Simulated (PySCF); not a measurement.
Isomers of C10H8O, from PySCF, PBE0-D3(BJ)/def2-SVP geometry optimisation, gas phase. One conformer each, no zero-point energy, no frequencies.

Problem. Which is lower in electronic energy at this level?
A. `[cH:1]1[cH:2][cH:3][c:4](-[c:5]2[cH:6][cH:7][o:8][cH:9]2)[cH:10][cH:11]1` with C3–C4–C5–C6 153° (3-phenylfuran): A = 3566, B = 661.2, C = 567.4 MHz, dipole 0.43 D
B. `[CH:1]#[C:2][C:3]1=[CH:4][C@@H:5]2[O:6][C@H:7]1[CH:8]=[C:9]2[CH:10]=[CH2:11]` with C8–C9–C10–C11 -174°: A = 2500, B = 745.4, C = 712.5 MHz, dipole 1.71 D

Solution. A. That is 3-phenylfuran (`c1cccc(c1)-c1ccoc1`), 103.8 kcal/mol below the other.

```tsv
SMILES	mapped SMILES	E (Eh)	relative (kcal/mol)	relative (kJ/mol)	dipole (D)
c1ccc(-c2ccoc2)cc1	[cH:1]1[cH:2][cH:3][c:4](-[c:5]2[cH:6][cH:7][o:8][cH:9]2)[cH:10][cH:11]1	-460.23573	0.0	0.0	0.43
C#CC1=C[C@@H]2O[C@H]1C=C2C=C	[CH:1]#[C:2][C:3]1=[CH:4][C@@H:5]2[O:6][C@H:7]1[CH:8]=[C:9]2[CH:10]=[CH2:11]	-460.07030	103.8	434.3	1.71
```

As drawn, the lower has an aromatic ring, which the higher lacks; the higher has a C≡C bond and a C=C bond outside aromatic rings, which the lower lacks.
